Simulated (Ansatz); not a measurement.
Species: YF$_{2}$, charge 0, multiplicity 2. SMILES of the parent species: [F][Y][F]

Atoms: Y1, F2, F3. Bonds: Y1-F2, Y1-F3.

Bond lengths (Å) and angles (degrees) optimised at HF/STO-3G with Ansatz (a program for electronic structure); HF/3-21G with Ansatz; HF/6-31G* with LANL2DZ past Ar with Ansatz; B3LYP/LANL2DZ with Ansatz, each started from the B3LYP-D3(BJ)/def2-TZVP structure (Ansatz) of the last column. A row stands for all coordinates that are equal there. 6-31G* holds six Cartesian d functions. No wavenumbers were computed at HF/STO-3G, B3LYP/LANL2DZ, so these may be saddle points.

```csv
coordinate,HF/STO-3G,HF/3-21G,HF/6-31G* with LANL2DZ past Ar,B3LYP/LANL2DZ,B3LYP-D3(BJ)/def2-TZVP
Y1-F2,1.994,1.930,1.968,1.997,1.980
F2-Y1-F3,133.5,107.7,116.9,114.2,116.5
```

Mean signed difference of all 2 bond lengths from B3LYP-D3(BJ)/def2-TZVP: HF/STO-3G 0.014 Å, HF/3-21G -0.050 Å, HF/6-31G* with LANL2DZ past Ar -0.011 Å, B3LYP/LANL2DZ 0.017 Å.
